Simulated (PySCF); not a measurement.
C₂H₃BClNO, SMILES N(=C=O)B(Cl)C.

Coordinates come from a PBE0-D3(BJ)/def2-SVP optimisation. The structure was generated by enumeration, and PubChem lists no compound with its InChIKey, so it may never have been made. Other conformers were not sampled.

All values below come from TDA-PBE/def2-SVPD in PySCF 2.14.0.

Vertical excitations. Gas-phase values at a fixed geometry.

Computed UV-visible absorptions:
| state | energy (eV) | λ (nm) | f | main pairs |
|---|---|---|---|---|
| S1 | 4.96 | 250 | 0.000 | HOMO→LUMO 100 % |
| S2 | 5.25 | 236 | 0.001 | HOMO−1→LUMO 100 % |
| S3 | 6.14 | 202 | 0.165 | HOMO−2→LUMO 84 % |
| S4 | 6.85 | 181 | 0.062 | HOMO−3→LUMO 62 %, HOMO→LUMO+1 32 % |
| S5 | 6.93 | 179 | 0.038 | HOMO→LUMO+1 65 %, HOMO−3→LUMO 23 % |
| S6 | 7.17 | 173 | 0.055 | HOMO−1→LUMO+1 96 % |
| S7 | 7.26 | 171 | 0.001 | HOMO−4→LUMO 98 % |
| S8 | 7.39 | 168 | 0.004 | HOMO−2→LUMO+1 99 % |
| S9 | 7.41 | 167 | 0.013 | HOMO−1→LUMO+2 89 % |
| S10 | 7.51 | 165 | 0.004 | HOMO−5→LUMO 95 % |
| T1 | 4.78 | 259 | 0 | HOMO→LUMO 98 % |
| T2 | 5.03 | 247 | 0 | HOMO−1→LUMO 98 % |
| T3 | 5.14 | 241 | 0 | HOMO−2→LUMO 99 % |
| T4 | 5.84 | 212 | 0 | HOMO−3→LUMO 97 % |
Triplets are in the Tamm–Dancoff approximation.
